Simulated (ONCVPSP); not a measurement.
# Fe (Z = 26): variants of one ONCV potential

Base potential:

```json
{
  "Element": "Fe",
  "Generator": "ONCVPSP 4.0.1",
  "Type": "optimised norm-conserving Vanderbilt (ONCV)",
  "Functional": "PBE",
  "Relativity": "fully relativistic",
  "Frozen core": "[Ne]",
  "Valence charge": "16",
  "Reference configuration": "3s2 3p6 3d6 4s2",
  "Partial waves": "3s+4s: rc 1.15 bohr, ncon 5, nbas 8, qcut 9.3 1/bohr, 3 projectors, debl 1.8 Ha; 3p: rc 0.90 bohr, ncon 4, nbas 7, qcut 10.8 1/bohr, 2 projectors, debl 1.5 Ha; 3d: rc 0.90 bohr, ncon 4, nbas 9, qcut 14.8 1/bohr, local",
  "Local potential": "the d channel",
  "Core correction": "Teter function, fcfact 3.5, rcfact 1.5"
}
```

Open shells are filled in proportion to 2j + 1.

In the p channel the program set the typed energies aside and used -2.187, 0.250 Ha (j = l + 1/2; the other j can differ).

Cutoffs, loose and tight: the cutoffs (Ha) at which the residual kinetic energy of the hardest occupied pseudo-wave falls to 1 and 0.1 mHa per electron. They do not see the model core or the augmentation charge, which bear on the density cutoff. Test errors are all-electron minus pseudo excitation energies from the reference, over the configurations 3s2 3p6 3d6 4s1; 3s2 3p6 3d6 4s0; 3s2 3p6 3d5 4s0; 3s2 3p6 3d6.5 4s1.5. A dash means not determined; rows that change the core or the reference have their own tests.

A true bound ghost makes a file unfit for plane-wave use even where its test errors are small: the radial tests pick states by their node count and pass the ghost by.

| change | outcome | cutoff, loose | cutoff, tight | bound ghosts | GHOST(+) flags above zero | largest test error (meV) |
| --- | --- | --- | --- | --- | --- | --- |
| base | generated, projector energies reset by the program | 93 Ha | 112 Ha | p3/2, p1/2 | s | -3.5 |
| reference 3s2 3p6 3d7 4s1 | generated, projector energies reset by the program | 92 Ha | 112 Ha | p3/2, p1/2 | s | +4.1 |
| p: rc 0.96 | generated, projector energies reset by the program | 93 Ha | 112 Ha | p3/2, p1/2 | s | -3.3 |
| core correction Teter function, fcfact 2, rcfact 1.15 | generated, projector energies reset by the program | 93 Ha | 112 Ha | p3/2, p1/2 | s | -3.4 |
| core correction Teter function, fcfact 3.5, rcfact 1.24 | generated, projector energies reset by the program | 93 Ha | 112 Ha | p3/2, p1/2 | s | -3.4 |

**Question.** What comes out with this change to the base: s: qcut 12.7?

**Answer.** outcome: generated, projector energies reset by the program; cutoff, loose: 93 Ha; cutoff, tight: 107 Ha; bound ghosts: p3/2, p1/2; GHOST(+) flags above zero: s; largest test error (meV): -2.2.

**Question.** What comes out with this change to the base: d: qcut 14.1?

**Answer.** outcome: generated, projector energies reset by the program; cutoff, loose: 89 Ha; cutoff, tight: 125 Ha; bound ghosts: none; GHOST(+) flags above zero: s, p3/2, p1/2; largest test error (meV): -3.9.

**Question.** What comes out with this change to the base: non-relativistic?

**Answer.** outcome: generated, projector energies reset by the program; cutoff, loose: 93 Ha; cutoff, tight: 111 Ha; bound ghosts: p, s; GHOST(+) flags above zero: s; largest test error (meV): -5.3.
